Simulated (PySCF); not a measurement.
## `[SiH3]OC[SiH2][SiH2]O[SiH3]`: 4 charge schemes on one density

Species: CH12O2Si4.
Structure used (GFN2-xTB), in Å, numbered top down from 1:
```xyz
19
CH12O2Si4 angstrom
Si    -3.3842    0.6539    0.8735
O     -2.0064   -0.0548    0.3993
C     -1.8130   -1.0057   -0.6346
Si     0.0449   -1.4495   -0.5224
Si     0.9209    0.4500    0.4445
O      2.5358    0.2879    0.2803
Si     4.0904    0.7241    0.2840
H     -2.8548    1.4971    1.9319
H     -3.9996    1.4033   -0.2275
H     -4.3564   -0.3424    1.3365
H     -2.0940   -0.5572   -1.5916
H     -2.4774   -1.8582   -0.4783
H      0.1402   -2.6897    0.2726
H      0.4720   -1.8744   -1.8705
H      0.6979    0.6117    1.8873
H      0.5761    1.7271   -0.2000
H      4.2827    1.7025   -0.7850
H      4.4094    1.3082    1.5854
H      4.8058   -0.5247    0.0374
```

Density: PBE0/pcSseg-1 (PySCF); schemes: Mulliken, IAO, Hirshfeld and ESP-fitted. The structure is a single GFN2-xTB conformer in the gas phase; no vibrational or solvent corrections.

Q: Give the atomic charges in each scheme.

A: In e:

| atom | environment | Mulliken | IAO | Hirshfeld | ESP-fitted |
| --- | --- | --- | --- | --- | --- |
| Si1 | oxygen-bound silicon | +0.719 | +0.877 | +0.384 | +0.554 |
| O2 | silyl ether oxygen | -0.680 | -0.648 | -0.211 | -0.347 |
| C3 | sp3 carbon bound to oxygen | -0.197 | -0.323 | -0.083 | -0.124 |
| Si4 | SiH2 silicon | +0.291 | +0.441 | +0.247 | +0.187 |
| Si5 | oxygen-bound silicon | +0.666 | +0.751 | +0.315 | +0.417 |
| O6 | siloxane oxygen | -0.736 | -0.899 | -0.312 | -0.400 |
| Si7 | oxygen-bound silicon | +0.742 | +0.892 | +0.391 | +0.601 |
| H8 | Si–H hydrogen | -0.110 | -0.127 | -0.074 | -0.108 |
| H9 | Si–H hydrogen | -0.125 | -0.156 | -0.084 | -0.122 |
| H10 | Si–H hydrogen | -0.121 | -0.154 | -0.083 | -0.119 |
| H11 | methylene hydrogen | +0.132 | +0.134 | +0.037 | +0.093 |
| H12 | methylene hydrogen | +0.131 | +0.137 | +0.039 | +0.104 |
| H13 | Si–H hydrogen | -0.055 | -0.101 | -0.076 | -0.068 |
| H14 | Si–H hydrogen | -0.064 | -0.105 | -0.076 | -0.075 |
| H15 | Si–H hydrogen | -0.098 | -0.130 | -0.082 | -0.102 |
| H16 | Si–H hydrogen | -0.107 | -0.137 | -0.084 | -0.096 |
| H17 | Si–H hydrogen | -0.129 | -0.153 | -0.083 | -0.134 |
| H18 | Si–H hydrogen | -0.129 | -0.154 | -0.083 | -0.127 |
| H19 | Si–H hydrogen | -0.130 | -0.145 | -0.082 | -0.135 |

Mean size of the charges over all atoms: IAO 0.340 e, Mulliken 0.282 e, ESP-fitted 0.206 e, Hirshfeld 0.149 e. Each set sums to the total charge, 0, to within 0.001 e. The Hirshfeld scheme weights the molecular density at each point by an atom's share of the summed free-atom densities.

Lowest charge. All schemes agree: Mulliken O6 (-0.736); IAO O6 (-0.899); Hirshfeld O6 (-0.312); ESP-fitted O6 (-0.400).

Highest charge. All schemes agree: Mulliken Si7 (+0.742); IAO Si7 (+0.892); Hirshfeld Si7 (+0.391); ESP-fitted Si7 (+0.601).

Q: How closely do the schemes follow one another over all atoms?

A: Correlation coefficient and root-mean-square difference: Mulliken with IAO 0.99, 0.083 e; Hirshfeld with ESP-fitted 0.98, 0.084 e; IAO with Hirshfeld 0.98, 0.268 e; IAO with ESP-fitted 0.98, 0.199 e; Mulliken with ESP-fitted 0.98, 0.136 e; Mulliken with Hirshfeld 0.97, 0.206 e.

Q: Sum the charges by element, for elements with more than one atom.

A: 
| element | atoms | Mulliken | IAO | Hirshfeld | ESP-fitted |
| --- | --- | --- | --- | --- | --- |
| Si | 4 | +2.418 | +2.961 | +1.337 | +1.760 |
| O | 2 | -1.416 | -1.548 | -0.523 | -0.747 |
| H | 12 | -0.805 | -1.091 | -0.731 | -0.888 |

Q: How many electrons does the ESP-fitted scheme count on Si5?

A: Z − q = 14 − (+0.417) = 13.583.
